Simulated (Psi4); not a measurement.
Conformational energy of SMILES [SiH2](F)[SiH2]O. Scanned: dihedral H5–O1–Si2–Si3; all other coordinates were relaxed at GFN2-xTB. Points at φ and −φ are mirror images. Heavy atoms are numbered in the order of the SMILES O[SiH2][SiH2]F, hydrogens after them in the order of the atoms that carry them; the mirror image has the same energies with the sign of each dihedral reversed.

Levels: PBE/def2-TZVP // GFN2-xTB (Psi4); PBE-D3(BJ)/def2-TZVP // GFN2-xTB (Psi4); MP2/cc-pVTZ = DF-MP2 (frozen core)/cc-pVTZ // GFN2-xTB (Psi4).

Energies relative to the lowest point of each profile, in kJ/mol; the last columns give the difference from MP2:

| φ / ° | PBE/def2-TZVP | PBE-D3(BJ)/def2-TZVP | MP2/cc-pVTZ | PBE/def2-TZVP − MP2/cc-pVTZ | PBE-D3(BJ)/def2-TZVP − MP2/cc-pVTZ |
|---|---|---|---|---|---|
| -165 | 0.15 | 0.16 | 0.27 | -0.11 | -0.11 |
| -150 | 0.52 | 0.54 | 0.95 | -0.43 | -0.42 |
| -135 | 1.02 | 1.05 | 1.87 | -0.85 | -0.82 |
| -120 | 1.31 | 1.34 | 2.54 | -1.24 | -1.20 |
| -105 | 1.24 | 1.28 | 2.71 | -1.47 | -1.44 |
| -90 | 0.96 | 0.97 | 2.55 | -1.59 | -1.58 |
| -75 | 0.74 | 0.73 | 2.41 | -1.66 | -1.68 |
| -60 | 0.95 | 0.89 | 2.68 | -1.73 | -1.79 |
| -45 | 1.63 | 1.53 | 3.42 | -1.79 | -1.89 |
| -30 | 2.67 | 2.54 | 4.50 | -1.82 | -1.96 |
| -15 | 3.71 | 3.55 | 5.53 | -1.83 | -1.98 |
| 0 | 4.20 | 4.04 | 6.01 | -1.82 | -1.98 |
| 15 | 3.71 | 3.55 | 5.53 | -1.83 | -1.98 |
| 30 | 2.67 | 2.54 | 4.50 | -1.82 | -1.96 |
| 45 | 1.63 | 1.53 | 3.42 | -1.79 | -1.89 |
| 60 | 0.95 | 0.89 | 2.68 | -1.73 | -1.79 |
| 75 | 0.74 | 0.73 | 2.41 | -1.66 | -1.68 |
| 90 | 0.96 | 0.97 | 2.55 | -1.59 | -1.58 |
| 105 | 1.24 | 1.28 | 2.71 | -1.47 | -1.44 |
| 120 | 1.31 | 1.34 | 2.54 | -1.24 | -1.20 |
| 135 | 1.02 | 1.05 | 1.87 | -0.85 | -0.82 |
| 150 | 0.52 | 0.54 | 0.95 | -0.43 | -0.42 |
| 165 | 0.15 | 0.16 | 0.27 | -0.11 | -0.11 |
| 180 | 0.00 | 0.00 | 0.00 | 0.00 | 0.00 |

PBE/def2-TZVP is furthest from MP2/cc-pVTZ at -15 (-1.83 kJ/mol, below); its mean absolute difference over the points is 1.29 kJ/mol.

PBE-D3(BJ)/def2-TZVP is furthest from MP2/cc-pVTZ at -15 (-1.98 kJ/mol, below); its mean absolute difference over the points is 1.32 kJ/mol.
